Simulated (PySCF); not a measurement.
## Assignment exercise: C$_{7}$H$_{12}$OSi

Bonds (- single, = double, # triple, : aromatic): C1-C2, C2-C3, C2-O4, O4-C5, C5=C6, C6-C7, C7=C8, C8-Si9, Si9-C5. C1 carries H10, H11, H12; C2 carries H13; C3 carries H14, H15, H16; C6 carries H17; C7 carries H18; C8 carries H19; Si9 carries H20, H21.

All values are calculated (PySCF): PBE0-D3(BJ)/def2-SVP structure, NMR shieldings at PBE/pcSseg-1/GIAO. A single conformation, non-relativistic, averaged over atoms made equivalent by symmetry, fast rotation or ring inversion, gas phase.

Referencing at the same level of theory: ¹³C (σref 180.03) and ¹H (σref 31.20) against TMS.

Q: Assign these signals to the numbered atoms. ¹³C{¹H} NMR (computed): δ 174.0 (C), 157.7 (CH), 121.8 (CH), 108.3 (CH), 83.8 (CH), 24.0 (CH3).

A: 
| δ (ppm) | atoms | environment | reason |
| --- | --- | --- | --- |
| 174.0 | C5 | alkene carbon bearing oxygen | an sp2 carbon further deshielded by the attached heteroatom |
| 157.7 | C7 | alkene CH | as expected for a trigonal carbon in a double bond |
| 121.8 | C6 | β carbon of an enol-ether or enamine type C=C | – |
| 108.3 | C8 | alkene CH | the olefinic region |
| 83.8 | C2 | sp3 CH bonded to O | pulled downfield by the heteroatom |
| 24.0 | C1/C3 | methyl carbon | aliphatic region, no heteroatom directly attached |

Q: Assign these signals to the numbered atoms. ¹H NMR (500 MHz, computed): δ 7.03 (m, 1H), 6.09 (d, 1H), 5.26 (m, 1H), 4.74 (m, 2H), 3.69 (sept, 1H), 1.25 (d, 6H).

A: 
7.03 → H18, hydrogen on an alkene CH: attached to an sp2 carbon and in the plane of the double bond
6.09 → H17, hydrogen on a β carbon of an enol-ether or enamine type C=C: attached to an sp2 carbon and in the plane of the double bond
5.26 → H19, hydrogen on an alkene CH: attached to an sp2 carbon and in the plane of the double bond
4.74 → H20/H21, hydrogen on a silicon bonded to 2 C, in a 5-membered ring
3.69 → H13, hydrogen on an sp3 CH bonded to O: its carbon carries O, an electronegative neighbour
1.25 → H10/H11/H12/H14/H15/H16, hydrogen on a methyl carbon

Shifts are as computed. Against solution values, carbons near 30 ppm lie about +2 ppm off and those near 130 ppm about +2 ppm. Of 1211 compounds with measured shifts, 218 miss one by over three times the rms of a fit or turn the order of signals round; such compounds aren't used in these exercises. Multiplicities follow the n + 1 count of equivalent neighbours, as no J values were calculated; m marks all less simple cases, F and P coupling included.
